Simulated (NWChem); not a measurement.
BH$_{2}$SF; SMILES FBS

```xyz
5

B     -0.5391    -0.6030     0.0000
F      0.2966    -1.6420     0.0000
H     -1.7375    -0.8044     0.0000
S      0.1746     1.0567     0.0000
H     -1.0299     1.6900     0.0000
```
Atoms are numbered in this order, from 1.

Program: NWChem. Pople sets run with spherical d functions. Geometry: optimised at PBE-D3(BJ)/def2-SVP.

For level PBE0/STO-3G:

```
Property                     Result
---------------------------  ------
highest occupied level (eV)   -4.75
orbital gap (eV)               8.08
dipole (D)                     0.74
```

Problem. What are these values for level PBE0/6-311++G**?

Solution. 
| Property | Value |
|---|---|
| highest occupied level (eV) | -8.40 |
| orbital gap (eV) | 7.54 |
| dipole (D) | 1.82 |
